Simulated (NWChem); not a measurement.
System: C₄H₄F₂; SMILES C=C(F)/C=C\F

```xyz
10

C      0.3315     2.2349     0.0000
C      0.0064     0.9373     0.0000
F     -1.2787     0.5800     0.0000
C      0.9525    -0.1649     0.0000
C      0.6811    -1.4750     0.0000
F     -0.5366    -1.9869     0.0000
H     -0.4475     2.9981     0.0000
H      1.3776     2.5395     0.0000
H      2.0099     0.1059     0.0000
H      1.4614    -2.2421     0.0000
```
Atoms are numbered in this order, from 1.

Results from NWChem. Geometry: optimised at PBE0/def2-SVP. Level: PBE0/def2-SVP with SMD (1 M gas to 1 M solution), gas-phase geometry.

For solvent toluene:

- solvation free energy (kcal/mol) = -2.6
- cavity-dispersion-structure term (kcal/mol) = 0.0
- dipole in solution (D) = 2.79

Q: How do the values read with solvent water instead?

A: 
| Quantity | Value |
|---|---|
| solvation free energy (kcal/mol) | 0.2 |
| cavity-dispersion-structure term (kcal/mol) | 5.0 |
| dipole in solution (D) | 3.13 |
